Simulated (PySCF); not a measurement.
## CdF: energy against distance

Set-up: Cd def2-TZVPP with ECP28, F def2-TZVPP; scalar-relativistic core potentials (PySCF 2.14). Energies in eV from Cd + F in their ground configurations at the same level. State: ²Σ⁺ (doublet), unpaired electrons σ ↑.

| R (Å) | M06-2X |
| --- | --- |
| 1.721 | -1.393 |
| 1.801 | -1.989 |
| 1.881 | -2.305 |
| 1.941 | -2.415 |
| 2.001 | -2.445 |
| 2.061 | -2.417 |
| 2.141 | -2.316 |
| 2.241 | -2.127 |
| 2.361 | -1.852 |
| 2.521 | -1.474 |

Put a parabola through the three lowest points of the M06-2X curve and estimate Re, k and ωe (reduced mass 16.28 u; 1 eV/Å² = 0.16022 mdyn/Å; ωe = 1302.8·√(k/μ) cm⁻¹).

Through R = 1.941, 2.001, 2.061 Å the second-order coefficient is 8.06 eV/Å², so Re ≈ 2.002 Å, k ≈ 2.58 mdyn/Å and ωe ≈ 519 cm⁻¹. A polynomial fit of higher order to the unrounded M06-2X energies gives Re = 1.999 Å, k = 2.60 mdyn/Å, ωe = 520 cm⁻¹; anharmonicity and rounding make the difference.

The higher-order fit for each curve: M06-2X: Re = 1.999 Å, ωe = 520 cm⁻¹, De = 2.45 eV.

Spin–orbit coupling is left out. The state was picked by a PBE0 search and need not be the measured ground state.
